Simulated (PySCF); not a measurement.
**CrH from Hartree–Fock to correlated methods**

State: ⁶Σ⁺ (sextet), unpaired electrons σ ↑, π ↑↑, δ ↑↑. Set-up: PySCF, spin-free X2C with a Gaussian nucleus, basis sets Cr x2c-TZVPPall, H x2c-TZVPPall. De refers to Cr (3d5 4s1) + H in their high-spin ground configurations, without counterpoise correction. The functionals are run spin-unrestricted. A positive dipole means Cr(−)H(+).

| Level | Re (Å) | ωe (cm⁻¹) | De (eV) | μ (D) |
| --- | --- | --- | --- | --- |
| UHF | 1.718 | 1623 | n/a | -2.20 |
| UHF-MP2 | 1.507 | 2081 | n/a | n/a |
| UHF-SCS-MP2 | 1.583 | 1776 | n/a | n/a |
| UHF-CCSD | 1.643 | 1719 | 2.18 | n/a |
| UHF-CCSD(T) | 1.630 | 1750 | 2.23 | n/a |
| PBE | 1.643 | 1659 | 2.32 | -2.63 |
| revPBE | 1.650 | 1641 | 2.29 | -2.67 |
| BP86 | 1.640 | 1670 | 2.51 | -2.60 |
| TPSS | 1.646 | 1688 | 2.53 | -2.77 |
| r²SCAN | 1.648 | 1660 | 2.26 | -2.76 |
| PBE0 | 1.652 | 1657 | 2.16 | -3.10 |
| MN15 | 1.646 | 1670 | 2.46 | -3.63 |
| ωB97X-V | 1.656 | 1680 | 2.41 | -3.46 |

(1) Which functional lies closest to UHF-CCSD(T) in De, which farthest, and by how much do they differ from it?

(2) What does a quarter of exact exchange do here, going from PBE to PBE0?

(3) What does the step from GGA to meta-GGA do here, going from PBE to r²SCAN?

Correlated steps freeze 5 core orbitals. The metal atom is held in its measured ground configuration; semilocal functionals can put another filling of s and d lower by some tenths of an eV, and De to that atom would be smaller. The CCSD T1 diagnostic is raised, a sign that a single reference may not be enough here. The state is the lowest single determinant that the PBE0 search found; with open d or f shells the true ground state can be another one.

Results:

(1) Closest is r²SCAN (+1.8 pm in Re, -5.1 % in ωe, +0.03 eV in De against UHF-CCSD(T) in the same basis), farthest TPSS (+1.6 pm in Re, -3.5 % in ωe, +0.30 eV in De). CCSD(T) converges more slowly with the basis than the functionals do and binds too weakly in this one, so the order can change at the basis-set limit.

(2) PBE0 less PBE: +0.9 pm in Re, -0.1 % in ωe, -0.16 eV in De. Exact exchange removes part of the self-interaction that spreads semilocal densities, and in most molecules shortens and stiffens the bond and lowers De; here Re and ωe go the other way.

(3) r²SCAN less PBE: +0.5 pm in Re, +0.1 % in ωe, -0.06 eV in De.
